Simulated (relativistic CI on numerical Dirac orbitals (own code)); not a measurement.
Sensitivity of the levels of Xe XXI to α and to the nuclear radius

Method of calculation: Dirac-Coulomb-Breit CI, orbitals from a KLI potential per configuration, derivatives by finite differences, unscaled Slater integrals, QED left out (own radial code, finite nucleus).

Configurations in the expansion (outside the closed core [Ar] 3d10): 4s2 4p4, 4s 4p5, 4s2 4p3 4d, 4p6, 4s 4p4 4d, 4s2 4p3 4f. Double excitations out of closed p, d and f shells are left out; levels of such configurations are missing from the list, as are those of other unlisted configurations, and high levels can miss mixing partners.

With x = (α/α₀)² − 1 an excitation energy changes as ω = ω₀ + qx; K = 2q/ω₀ is the relative enhancement. Terms are leading LS components, so labels can repeat. The field-shift factor is F = δν/δ⟨r²⟩ for the transition from the lowest level.

Lowest level 4s2 4p4 3P_2.

```
           Level  ω₀ (cm⁻¹)  q (cm⁻¹)       K  F (GHz/fm²)
    4s2 4p4 3P_0      45809      9087   0.397       -0.928
    4s2 4p4 3P_1     119146    139900    2.35         -5.1
    4s2 4p4 1D_2     144038    138100    1.92        -4.98
    4s2 4p4 1S_0     288427    272000    1.89        -11.6
    4s 4p5 3P°_2     542099    160600   0.592         -167
    4s 4p5 3P°_1     586969    170900   0.582         -154
    4s 4p5 3P°_0     662426    262800   0.793         -146
4s2 4p3 4d 3F°_2     683804     20680  0.0605         2.89
4s2 4p3 4d 5D°_3     690559     31390  0.0909         3.41
4s2 4p3 4d 5D°_0     693901     62910   0.181        -18.4
4s2 4p3 4d 5D°_1     700397     82660   0.236        -26.4
4s2 4p3 4d 5D°_4     710387     53620   0.151          3.5
    4s 4p5 1P°_1     718383    231200   0.644         -115
4s2 4p3 4d 5D°_2     732091     75790   0.207        -1.79
4s2 4p3 4d 3G°_3     766910     73530   0.192         2.29
4s2 4p3 4d 3D°_1     785140    114200   0.291        0.758
4s2 4p3 4d 3F°_2     790544    142300    0.36        -1.07
4s2 4p3 4d 1S°_0     795653    145500   0.366         -1.6
4s2 4p3 4d 3F°_3     802196    148900   0.371       -0.701
4s2 4p3 4d 3D°_3     813359    166800    0.41       -0.733
4s2 4p3 4d 3D°_1     814750     96970   0.238        -7.78
4s2 4p3 4d 3G°_4     818519    161000   0.393       -0.565
4s2 4p3 4d 3F°_4     830411    154400   0.372        -0.58
```

At this charge energies of transitions that change n are usually good to better than 1 %, and those within a shell (Δn = 0) to a few per cent.
